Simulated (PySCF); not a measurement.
C4H6OS. Atoms are numbered in the order given.

```xyz
12

C      2.2808    -0.5804     0.4976
C      1.0503    -0.2275     0.1297
O      0.1921    -0.9100    -0.6925
C     -0.9014     0.0172    -0.6858
C     -2.1803    -0.5919    -0.1755
S     -0.0043     1.1750     0.4686
H      2.8618     0.0578     1.1623
H      2.7095    -1.5147     0.1317
H     -1.0222     0.4712    -1.6831
H     -2.0337    -1.0138     0.8289
H     -2.5034    -1.3941    -0.8592
H     -2.9756     0.1684    -0.1337
```
Charge 0, spin multiplicity 1.

Coordinates come from a B3LYP-D3(BJ)/def2-SVP optimisation. The structure was generated by enumeration; whether it is a known compound was not checked.

Calculation: TDA-PBE/def2-SVPD (PySCF 2.14.0).

Vertical excitations. 

Computed lowest excited states:
```csv
state,energy (eV),λ (nm),f,main pairs
S1,3.48,356,0.000,HOMO→LUMO 100 %
S2,5.08,244,0.003,"HOMO→LUMO+2 53 %, HOMO−1→LUMO 43 %"
S3,5.14,241,0.005,"HOMO−1→LUMO 57 %, HOMO→LUMO+2 39 %"
S4,5.30,234,0.013,HOMO→LUMO+3 93 %
S5,5.71,217,0.137,"HOMO→LUMO+5 46 %, HOMO→LUMO+1 44 %"
S6,5.89,210,0.013,HOMO→LUMO+4 99 %
S7,6.23,199,0.095,"HOMO→LUMO+5 46 %, HOMO−1→LUMO+1 20 %, HOMO→LUMO+1 20 %"
S8,6.36,195,0.014,HOMO→LUMO+6 99 %
S9,6.52,190,0.096,HOMO−2→LUMO 87 %
S10,6.70,185,0.024,"HOMO−1→LUMO+2 48 %, HOMO→LUMO+7 45 %"
T1,3.25,382,0,HOMO→LUMO 99 %
T2,4.11,302,0,HOMO→LUMO+1 96 %
T3,4.75,261,0,HOMO−1→LUMO 96 %
T4,4.88,254,0,HOMO→LUMO+2 94 %
```
Triplets are in the Tamm–Dancoff approximation.
